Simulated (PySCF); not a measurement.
Computed shifts of a molecule C5H12, KT2/pcSseg-1 in PySCF, GIAO, gas phase, equivalent atoms averaged, in ppm (number of nuclei): ¹³C: 39.9 (1), 29.6 (1), 27.9 (1), 19.3 (1), 17.1 (1). ¹H: 1.94 (1), 1.88 (1), 1.74 (1), 1.60 (1), 1.38 (1), 1.29 (6), 1.22 (1). References: ¹³C against TMS (σ = 185.1 ppm); ¹H against TMS (σ = 31.47 ppm), references at their B3LYP-D3(BJ)/def2-TZVP geometries, non-relativistic. Geometry optimised at B3LYP-D3(BJ)/def2-SVP. The values are those of a single conformer.

Q: Which molecule gave these data?
A) CCCCC
B) CC(C)(C)C
C) CCC(C)C

A: A, CCCCC
